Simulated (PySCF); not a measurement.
**Shapes and spin states of MoS2**

Method: PySCF, B3LYP, basis Mo def2-SVP with ECP28, S def2-SVP (scalar-relativistic core potentials, no spin–orbit coupling, density fitting).

Relaxations began from a few typed shapes and spin states; open shells are unrestricted. The search is not exhaustive: other isomers or separated fragments can lie lower, and high-lying points may rest on an excited occupation.

```csv
spin,group,bonds,angles,imaginary modes (cm⁻¹),ΔE (kJ/mol),ΔE with ZPE (kJ/mol)
triplet,C2v,Mo–S 2.121 Å (×2),S–Mo–S 113.7°,none,0.0,0.0
broken-symmetry Ms = 0 (⟨S²⟩ 0.54),C2v,Mo–S 2.108 Å (×2),S–Mo–S 109.9°,none,56.6,56.6
"singlet (closed shell, unstable to spin polarisation)",C2v,Mo–S 2.098 Å (×2),S–Mo–S 107.1°,none,63.5,63.9
triplet,D∞h,Mo–S 2.189 Å (×2),S–Mo–S 180.0°,"135i, 135i",99.8,–
"singlet (closed shell, unstable to spin polarisation)",C2v,Mo–S 2.133 Å (×2),S–Mo–S 121.0°,none,113.7,113.6
"singlet (closed shell, unstable to spin polarisation)",D∞h,Mo–S 2.183 Å (×2),S–Mo–S 180.0°,"151i, 151i",187.0,–
triplet,C2v,"Mo–S 2.301 Å (×2), S–S 2.072 Å","Mo–S–S 63.2° (×2), S–Mo–S 53.5°",none,242.7,241.6
"singlet (closed shell, unstable to spin polarisation)",C2v,"Mo–S 2.263 Å (×2), S–S 2.124 Å","Mo–S–S 62.0° (×2), S–Mo–S 56.0°",none,306.5,305.6
```

The lowest minimum found is the triplet C2v: Mo–S 2.121 Å (×2); S–Mo–S 113.7°.

Formally Mo is in oxidation state +4, d2, with 2 unpaired electrons (the high-spin count). The Mulliken spin on Mo is 2.25. The polar-tensor charge on Mo, 0.95, is far below the formal one.

For the lowest minimum: open d and f shells are described by one determinant, and the ground state may have another occupation or spin.
